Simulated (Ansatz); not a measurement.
`CBS` + `CO[CH2][AlH][SiH3]` → `COB(C)S` + `[CH3][AlH][SiH3]`  (redistribution)

Isolated molecules relaxed with PBE0-D4/def2-TZVP in Ansatz; ΔE leaves out vibrations. CBS: MP2 limit from def2 TZ/QZ plus the TZ coupled-cluster correction, frozen cores. DFT in def2-TZVPP. B3LYP here is the variant with VWN-RPA as its local correlation; programs differ in this. Each species was taken in one conformer, which may not be the lowest.

`CBS`:

Cartesian coordinates in Å:
```
C -0.078 -0.028 -1.098
B 0.282 -0.061 0.417
S -0.961 0.345 1.629
H 0.120 -1.010 -1.543
H 0.593 0.665 -1.619
H -1.108 0.252 -1.325
H 1.376 -0.352 0.799
H -0.225 0.189 2.741
```

`CO[CH2][AlH][SiH3]`:

```xyz
14

C    -1.853   -0.081   -0.499
O    -1.485    0.681    0.607
C    -0.705   -0.064    1.528
Al    1.158   -0.411    0.927
Si    1.989    0.471   -1.211
H    -2.405    0.562   -1.185
H    -2.488   -0.933   -0.213
H    -0.971   -0.482   -1.030
H    -1.235   -0.984    1.831
H    -0.643    0.542    2.442
H     2.117   -1.226    1.905
H     2.060   -0.638   -2.211
H     3.362    1.045   -1.106
H     1.099    1.519   -1.786
```

`COB(C)S`:

Z-matrix (Å, degrees):
```
C
O 1 1.412
H 1 1.094 2 111.0
H 1 1.090 2 107.8 3 119.4
H 1 1.094 2 111.0 3 -121.2
B 2 1.353 1 122.7 3 60.1
S 6 1.831 2 118.6 1 -0.0
C 6 1.566 2 119.0 1 179.9
H 7 1.341 6 95.7 2 180.0
H 8 1.094 6 111.1 2 -120.1
H 8 1.094 6 111.2 2 121.4
H 8 1.092 6 111.3 2 0.6
```

`[CH3][AlH][SiH3]`:

```xyz
10

C     0.743    1.733    0.289
Al   -0.325    0.180    0.801
Si   -0.530   -1.753   -0.708
H     1.517    1.929    1.039
H     1.232    1.629   -0.682
H     0.114    2.630    0.256
H    -1.068    0.186    2.210
H     0.812   -2.331   -1.021
H    -1.124   -1.343   -2.015
H    -1.371   -2.860   -0.170
```

CCSD(T)/CBS gives -2.40 eV.

(1) Another level gave -2.41 eV. Which?
A. SCS-MP2/def2-TZVPP
B. MP2/def2-TZVPP
C. B3LYP-D4/def2-TZVPP
D. PBE-D4/def2-TZVPP

Largest T1 diagnostic among the species: 0.013.

Results:

(1) A. SCS-MP2/def2-TZVPP -2.41, B3LYP-D4 -2.33, MP2/def2-TZVPP -2.46, PBE-D4 -2.26 eV.

From PBE to PBE0 (25 % exact exchange), in def2-TZVPP and without D4, ΔE moves by −0.07 eV.
